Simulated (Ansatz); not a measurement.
Isolated molecules relaxed with PBE0-D4/def2-TZVP in Ansatz; ΔE leaves out vibrations. CBS: MP2 limit from def2 TZ/QZ plus the TZ coupled-cluster correction, frozen cores. This one scheme is used for every species. Functionals use def2-TZVPP. Each species was taken in one conformer, which may not be the lowest.

`[F][Al]([SiH3])[SH]` + HCl → `[F][Al]([SiH3])[Cl]` + H₂S  (ligand exchange at the Al–S bond)

```json
{"species": "`[F][Al]([SiH3])[SH]`", "r2SCAN0 energy (Eh)": "-1032.40934"}
{"species": "HCl", "r2SCAN0 energy (Eh)": "-460.78275"}
{"species": "`[F][Al]([SiH3])[Cl]`", "r2SCAN0 energy (Eh)": "-1093.84111"}
{"species": "H₂S", "r2SCAN0 energy (Eh)": "-399.36997"}
```

(1) Work out ΔE.

Largest T1 diagnostic among the species: 0.013.

Answers

(1) ΔE = (-1093.84111) + (-399.36997) − (-1032.40934) − (-460.78275) = -0.01899 Eh = -49.9 kJ/mol. CCSD(T)/CBS gives -49.2 kJ/mol.

From BLYP to BHLYP (50 % exact exchange), in def2-TZVPP and without D4, ΔE moves by −4.5 kJ/mol. At CCSD(T), def2-SVP lies −3.3 kJ/mol from the extrapolated value and def2-TZVPP +1.0 kJ/mol.
